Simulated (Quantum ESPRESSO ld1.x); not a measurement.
All-electron atom: the hafnium ion Hf+ in [Xe] 4f14 5d1 6s2. All-electron calculation, scalar-relativistic Kohn-Sham, B86b exchange with PBE correlation, spin-unpolarised, spherical densities, point nucleus. Program: ld1.x of Quantum ESPRESSO 7.5.

Radial electron density D(r) = 4 pi r^2 rho(r):

```
   r/bohr * D(r) (the largest magnitude, 132, reaches the edge; | marks zero)
 0.000697 | *
0.0008115 | *
0.0009447 |  *
   0.0011 |  *
  0.00128 |   *
  0.00149 |    *
 0.001735 |      *
  0.00202 |       *
 0.002352 |         *
 0.002738 |           *
 0.003187 |              *
  0.00371 |                 *
 0.004319 |                    *
 0.005028 |                        *
 0.005854 |                            *
 0.006815 |                               *
 0.007933 |                                   *
 0.009236 |                                     *
  0.01075 |                                       *
  0.01252 |                                        *
  0.01457 |                                        *
  0.01696 |                                      *
  0.01975 |                                     *
  0.02299 |                                   *
  0.02676 |                                    *
  0.03116 |                                      *
  0.03627 |                                          *
  0.04223 |                                               *
  0.04916 |                                                    *
  0.05723 |                                                      *
  0.06663 |                                                     *
  0.07756 |                                                *
  0.08958 |                                            *
   0.1043 |                                         *
   0.1214 |                                           *
   0.1413 |                                               *
   0.1645 |                                                 *
   0.1915 |                                             *
    0.223 |                                     *
   0.2596 |                            *
   0.3022 |                        *
   0.3518 |                         *
   0.4096 |                            *
   0.4768 |                            *
   0.5551 |                       *
   0.6462 |                 *
   0.7523 |           *
   0.8758 |        *
     1.02 |      *
    1.187 |    *
    1.382 |   *
    1.609 |  *
    1.873 | *
     2.18 |*
    2.538 |*
    2.955 *
     3.44 *
    4.004 *
    4.661 *
    5.427 *
    6.318 *
    7.355 *
    8.562 *
```

D(r) has 4 maxima, at r = 0.0129, 0.0586, 0.163, 0.437 bohr, and minima at 0.0247, 0.106, 0.310 bohr, inside which lie 1.90, 11.10, 29.86 electrons.
